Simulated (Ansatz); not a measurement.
Geometry optimisation of the cluster PtS₂.

```yaml
crystal:
  periodic: [false, false, false]
  atoms:
    - {symbol: Pt, position_ang: [1.083030, 0.551400, -0.603630]}
    - {symbol: S, position_ang: [0.059960, -0.943550, 0.772430]}
    - {symbol: S, position_ang: [-1.142980, 0.392150, -0.168790]}
basis:
  gaussian: {orbitals: def2-TZVP}
hamiltonian: {xc: r2scan, dispersion: d4}
scf: {lower_state_search: "off"}
output: {orbitals: {seedname: orbitals}}
relax: {f_tol: 0.02, max_steps: 100}
```

```sh
$ ansatz run in.yaml --threads 4 --pin off --events-out ev --progress --plain --max-ram 3916MiB
```

It prints (some lines left out):

```
Functional definition: r2SCAN
mean field -24918.73939768 eV, -915.7467823365 hartree, gradient 6.6e-6 eV, S^2 0.000000; 0 other end points of the search recorded, 0 dependent functions left out
relax step   1: F+E_penalty+E_count = -24918.76231241 eV  Δ(F+E_penalty+E_count) = +0.000e0 eV  max|allowed force component| = 4.983e-1 eV/Å  Δτ_max = 0.0000 Å  (18 SCF iters, accepted)
mean field -24918.75322765 eV, -915.7472905786 hartree, gradient 1.3e-6 eV, S^2 0.000000; 0 other end points of the search recorded, 0 dependent functions left out
relax step   2: F+E_penalty+E_count = -24918.77614450 eV  Δ(F+E_penalty+E_count) = -1.383e-2 eV  max|allowed force component| = 2.783e-2 eV/Å  Δτ_max = 0.0210 Å  (22 SCF iters, accepted)
mean field -24918.75327658 eV, -915.7472923767 hartree, gradient 1.2e-6 eV, S^2 0.000000; 0 other end points of the search recorded, 0 dependent functions left out
relax step   3: F+E_penalty+E_count = -24918.77619353 eV  Δ(F+E_penalty+E_count) = -4.903e-5 eV  max|allowed force component| = 2.017e-3 eV/Å  Δτ_max = 0.0013 Å  (24 SCF iters, accepted)
Total energy: -24918.77620339 eV, -915.7481349215 hartree
Atom 0 at     1.065462     0.542121    -0.593561 Å, force     0.001084     0.000007    -0.000153 eV/Å
Atom 1 at     0.076021    -0.946538     0.772715 Å, force     0.000934    -0.000926     0.000639 eV/Å
Atom 2 at    -1.141473     0.404417    -0.179143 Å, force    -0.002017     0.000919    -0.000486 eV/Å
Dipole moment:     0.483312     0.245913    -0.269249 e Å
Checks for a lower state left out: stability, starts, cluster_reference, orbital_swaps, neighbouring_geometries, increment
```

It took 3.5 s on 4 threads of Arm Neoverse V2 on a shared host.

In the def2 sets Pt takes a core potential; there is no spin–orbit coupling. The restricted singlet is unstable towards broken spin symmetry in Hartree–Fock (as tested in another run); at r2SCAN-D4/def2-TZVP this wasn't settled. The relaxation made no stability test and no search for a lower SCF solution. No other spin state of charge 0 was run. Another isomer (singlet) lies 0.11 eV lower at PBE0-D4/def2-TZVP; other spin states weren't run for this one.
